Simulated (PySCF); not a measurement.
C₂H₄N₂OSi, SMILES O[Si@H]1C=NC=N1. Heavy atoms are numbered as in [OH:1][Si@H:2]1[CH:3]=[N:4][CH:5]=[N:6]1. Hydrogens are named by the atom that carries them.

The structure is a stationary point at r2SCAN-D4/def2-SVP. The structure was generated by enumeration; whether it is a known compound was not checked. The values are those of a single conformer.

Calculation: HF/pcSseg-1 in PySCF.

GIAO shieldings, no solvent; atoms alike by connectivity are averaged. δ = σ(ref) − σ: ¹⁷O against H2O (σ = 333.0 ppm); ²⁹Si against TMS (σ = 393.8 ppm); ¹³C against TMS (σ = 192.6 ppm); ¹⁵N against NH3 (σ = 267.3 ppm); ¹H against TMS (σ = 31.99 ppm), references at their B3LYP-D3(BJ)/def2-TZVP geometries, non-relativistic.

Computed chemical shifts:
```json
[
 {"nucleus": "¹⁷O", "atoms": "O1 (OH)", "count": "1", "δ (ppm)": "14.6"},
 {"nucleus": "²⁹Si", "atoms": "Si2 (SiH)", "count": "1", "δ (ppm)": "-14.3"},
 {"nucleus": "¹³C", "atoms": "C3 (CH)", "count": "1", "δ (ppm)": "210.3"},
 {"nucleus": "¹³C", "atoms": "C5 (CH)", "count": "1", "δ (ppm)": "182.2"},
 {"nucleus": "¹⁵N", "atoms": "N4", "count": "1", "δ (ppm)": "464.6"},
 {"nucleus": "¹⁵N", "atoms": "N6", "count": "1", "δ (ppm)": "297.3"},
 {"nucleus": "¹H", "atoms": "H on C3", "count": "1", "δ (ppm)": "9.85"},
 {"nucleus": "¹H", "atoms": "H on C5", "count": "1", "δ (ppm)": "9.09"},
 {"nucleus": "¹H", "atoms": "H on Si2", "count": "1", "δ (ppm)": "4.77"},
 {"nucleus": "¹H", "atoms": "H on O1", "count": "1", "δ (ppm)": "2.25"}
]
```
